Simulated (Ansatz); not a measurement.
`BN(C=N)CF` → `NC1NCB1F`  (isomerisation)

Gas-phase electronic energies from Ansatz, PBE0-D4/def2-TZVP geometries. CCSD(T)/CBS adds triple-zeta CCSD(T) − MP2 to the extrapolated MP2 energy (def2 sets, frozen cores). DFT in def2-TZVPP. B3LYP here is the variant with VWN-RPA as its local correlation; programs differ in this. Each species was taken in one conformer, which may not be the lowest.

`BN(C=N)CF`:

```xyz
12

B    -0.243   -0.282    1.669
N     0.011   -0.033    0.307
C     0.823    1.049   -0.093
N     1.051    1.471   -1.256
C    -0.531   -0.861   -0.724
F    -1.546   -0.213   -1.394
H    -0.941   -1.203    1.961
H     0.259    0.434    2.480
H     1.288    1.543    0.760
H     0.533    0.969   -1.975
H    -0.942   -1.764   -0.275
H     0.238   -1.110   -1.462
```

`NC1NCB1F`:

Z-matrix (Å, degrees):
```
C
N 1 1.497
N 1 1.428 2 119.3
B 1 1.584 2 84.4 3 -125.4
H 1 1.103 2 111.3 3 126.5
C 2 1.484 1 96.9 3 139.7
H 2 1.013 1 115.0 3 -98.9
H 3 1.012 1 111.8 2 70.0
H 3 1.012 1 111.0 2 -50.1
F 4 1.311 1 134.9 2 163.0
H 6 1.094 2 114.2 1 -135.4
H 6 1.099 2 115.2 1 98.9
```

Task: Is it downhill or uphill in electronic energy at CCSD(T)/CBS, and by how much? (An estimate is asked.)

Result: The calculation gave: Downhill: ΔE = -29.4 kJ/mol.

Task: What do these levels give: PBE0-D4, B3LYP-D4, ωB97X-V, ωB97M-V, PBE0, B3LYP, HF/def2-TZVPP, MP2/def2-TZVPP, CCSD(T)/def2-TZVPP, HF/def2-QZVPP, MP2/def2-QZVPP, MP2/CBS(def2)? (Best estimate.)

Result: Ansatz gave: PBE0-D4 -41.5, B3LYP-D4 -14.8, ωB97X-V -32.9, ωB97M-V -33.6, PBE0 -42.2, B3LYP -16.0, HF/def2-TZVPP -8.0, MP2/def2-TZVPP -31.7, CCSD(T)/def2-TZVPP -22.3, HF/def2-QZVPP -8.7, MP2/def2-QZVPP -36.0, MP2/CBS(def2) -38.8 kJ/mol.

Largest T1 diagnostic among the species: 0.014.

In def2-TZVPP, CCSD(T) changes the Hartree–Fock value by −14.3 kJ/mol (the triples alone add +3.5 kJ/mol) and MP2 by −23.6 kJ/mol. From PBE to PBE0 (25 % exact exchange), in def2-TZVPP and without D4, ΔE moves by −8.8 kJ/mol.
